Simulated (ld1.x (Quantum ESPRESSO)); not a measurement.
## Pseudopotential generation for osmium: PAW, LDA (PZ), scalar-relativistic.

The input file (ld1.x (Quantum ESPRESSO) 7.5):

```
&input
   title='Os', zed=76., rel=1, dft='PZ', iswitch=3,
   config='[Xe] 4f14 5d6 6s1.5 6p0.5',
   nld=3, rlderiv=3.35, eminld=-3.0, emaxld=5.0, deld=0.02
 /
 &inputp
   pseudotype=3, lpaw=.true., tm=.true., lloc=-1, rcloc=1.85,
   nlcc=.true., rcore=2.05,
   which_augfun='BESSEL', rmatch_augfun=2.10,
   file_pseudopw='Os.UPF', file_wfcaegen='ae.wfc', file_wfcncgen='nc.wfc', file_beta='beta', file_chi='chi', file_wfcusgen='us.wfc'
 /
6
6S  1  0   1.50   0.00  1.95  2.20  0.0
6S  1  0   0.00   0.90  1.95  2.20  0.0
6P  2  1   0.50   0.00  2.80  3.10  0.0
6P  2  1   0.00   0.55  2.80  3.10  0.0
5D  3  2   6.00   0.00  2.25  2.45  0.0
5D  3  2   0.00   2.05  2.25  2.45  0.0
 &test
   configts(1)='5d6 6s1.5 6p0.5'
 /
```

Command:

```bash
ld1.x < Os.in > Os.out
```

Resulting log (shortened: banner, matrices, multipoles, cross overlaps and the repeated all-electron block are left out):

```
Program LD1 v.7.5
     --------------------------- All-electron run ----------------------------

     Os
     scalar relativistic calculation

     atomic number is 76.00
     dft =PZ   lsd =0 sic =0 latt =0  beta=0.20 tr2=1.0E-14
     Exchange-correlation= PZ
                           (   1   1   0   0   0   0   0)
     mesh =1275 r(mesh) =  98.91557 a.u. xmin = -7.00 dx = 0.01250
     1 Ry =  13.60569312 eV, c = 137.03599908

     n l     nl                  e(Ry)          e(Ha)          e(eV)
     1 0     1S 1( 2.00)     -5425.7269     -2712.8634    -73820.7747
     2 0     2S 1( 2.00)      -945.0883      -472.5442    -12858.5820
     2 1     2P 1( 6.00)      -823.2095      -411.6048    -11200.3364
     3 0     3S 1( 2.00)      -219.9559      -109.9780     -2992.6526
     3 1     3P 1( 6.00)      -184.1778       -92.0889     -2505.8661
     4 0     4S 1( 2.00)       -46.4223       -23.2112      -631.6078
     4 1     4P 1( 6.00)       -34.6837       -17.3419      -471.8959
     3 2     3D 1(10.00)      -144.1557       -72.0779     -1961.3386
     5 0     5S 1( 2.00)        -6.8178        -3.4089       -92.7610
     5 1     5P 1( 6.00)        -3.8204        -1.9102       -51.9793
     4 2     4D 1(10.00)       -20.1130       -10.0565      -273.6515
     4 3     4F 1(14.00)        -3.9119        -1.9559       -53.2237
     5 2     5D 1( 6.00)        -0.5380        -0.2690        -7.3199
     6 0     6S 1( 1.50)        -0.5168        -0.2584        -7.0312
     6 1     6P 1( 0.50)        -0.1389        -0.0694        -1.8897

     final scf error:  8.0E-15 reached in  28 iterations

     Etot =  -34487.858901 Ry,  -17243.929450 Ha, -469231.224671 eV

     Ekin =   38224.861327 Ry,   19112.430664 Ha,  520075.732886 eV
     Encl =  -85494.089433 Ry,  -42747.044716 Ha,-1163206.344652 eV
     Eh   =   13437.982342 Ry,    6718.991171 Ha,  182833.063936 eV
     Exc  =    -656.613137 Ry,    -328.306568 Ha,   -8933.676840 eV

     normalization and overlap integrals

     s(1S/1S) =  1.000000  <r> =   0.0177  <r2> =    0.0004  r(max) =   0.0110
     s(2S/2S) =  1.000000  <r> =   0.0749  <r2> =    0.0066  r(max) =   0.0636
     s(2P/2P) =  1.000000  <r> =   0.0673  <r2> =    0.0055  r(max) =   0.0520
     s(3S/3S) =  1.000000  <r> =   0.1940  <r2> =    0.0431  r(max) =   0.1794
     s(3P/3P) =  1.000000  <r> =   0.1947  <r2> =    0.0439  r(max) =   0.1772
     s(4S/4S) =  1.000000  <r> =   0.4320  <r2> =    0.2107  r(max) =   0.4042
     s(4P/4P) =  1.000000  <r> =   0.4597  <r2> =    0.2404  r(max) =   0.4250
     s(3D/3D) =  1.000000  <r> =   0.1763  <r2> =    0.0364  r(max) =   0.1450
     s(5S/5S) =  1.000000  <r> =   1.0049  <r2> =    1.1343  r(max) =   0.9110
     s(5P/5P) =  1.000000  <r> =   1.1687  <r2> =    1.5480  r(max) =   1.0323
     s(4D/4D) =  1.000000  <r> =   0.4893  <r2> =    0.2771  r(max) =   0.4357
     s(4F/4F) =  1.000000  <r> =   0.5565  <r2> =    0.3822  r(max) =   0.4042
     s(5D/5D) =  1.000000  <r> =   1.8006  <r2> =    3.9097  r(max) =   1.3590
     s(6S/6S) =  1.000000  <r> =   2.9292  <r2> =    9.8072  r(max) =   2.4455
     s(6P/6P) =  1.000000  <r> =   4.4468  <r2> =   23.2698  r(max) =   3.4704

     ------------------------ End of All-electron run ------------------------

     --------------------- Generating PAW atomic setup --------------------

      Generating local potential from pseudized AE potential:
      Matching radius rcloc =   1.8500

      Local pseudo, rcloc= 1.858 Estimated cut-off energy=     7.28 Ry

      Computing core charge for nlcc:

       r > 2.05 : true rho core
       r < 2.05 : rho core = a sin(br)/r    a=   1.06  b=   1.36

      Integrated core pseudo-charge :   1.91
      Wfc-us  6S rcutus= 2.213  Estimated cut-off energy=     8.67 Ry
      Wfc-us  6S rcutus= 2.213  Estimated cut-off energy=    10.57 Ry
      Wfc-us  6P rcutus= 3.063  Estimated cut-off energy=     7.80 Ry
      Wfc-us  6P rcutus= 3.063  Estimated cut-off energy=     8.94 Ry
      Wfc-us  5D rcutus= 2.446  Estimated cut-off energy=    19.67 Ry
      Wfc-us  5D rcutus= 2.446  Estimated cut-off energy=    16.77 Ry

     Required augmentation: BESSEL   radius:    2.100000
     Suggested rho cutoff for augmentation:  22.41 Ry

     Estimated PAW energy = -677.099342 Ryd

     ------------------- End of pseudopotential generation -------------------

     Computing logarithmic derivative in   3.36368
     Computing logarithmic derivative in   3.36368
     Computing the partial wave expansion
     R is outside the sphere for l=    0 j= 0.00
     R is outside the sphere for l=    0 j= 0.00
     R is outside the sphere for l=    1 j= 0.00
     R is outside the sphere for l=    1 j= 0.00
     R is outside the sphere for l=    2 j= 0.00
     R is outside the sphere for l=    2 j= 0.00

     ---------------------- Testing the pseudopotential ----------------------

     Os
     scalar relativistic calculation

     atomic number is 76.00   valence charge is  8.00
     dft = SLA  PZ   NOGX NOGC   lsd =0 sic =0 latt =0  beta=0.20 tr2=1.0E-14
     mesh =1275 r(mesh) =  98.91557 xmin = -7.00 dx = 0.01250

     n l     nl             e AE (Ry)        e PS (Ry)    De AE-PS (Ry)
     3 2     5D   1( 6.00)       -0.53800       -0.53800        0.00000
     1 0     6S   1( 1.50)       -0.51678       -0.51679        0.00000
     2 1     6P   1( 0.50)       -0.13889       -0.13889        0.00000

     eps = 1.2E-17  iter =  4

     Etot =  -34487.858901 Ry,  -17243.929450 Ha, -469231.224671 eV
     Etotps =  -677.099339 Ry,    -338.549670 Ha,   -9212.405821 eV

     Ekin =      81.265557 Ry,      40.632778 Ha,    1105.674226 eV
     Encl =    -129.193686 Ry,     -64.596843 Ha,   -1757.769645 eV
     Ehrt =      27.441918 Ry,      13.720959 Ha,     373.366312 eV
     Ecxc =    -656.613128 Ry,    -328.306564 Ha,   -8933.676714 eV
     (Ecc =      -1.199452 Ry,      -0.599726 Ha,     -16.319375 eV)

     ---------------------- End of pseudopotential test ----------------------
```

Note: ghost state, extra bound levels that the all-electron valence spectrum of the same l lacks: s at -59.9 eV. A true bound ghost makes a file unfit for plane-wave use.

Generation and configuration tests took about 3.5 s on one core of a shared server CPU.
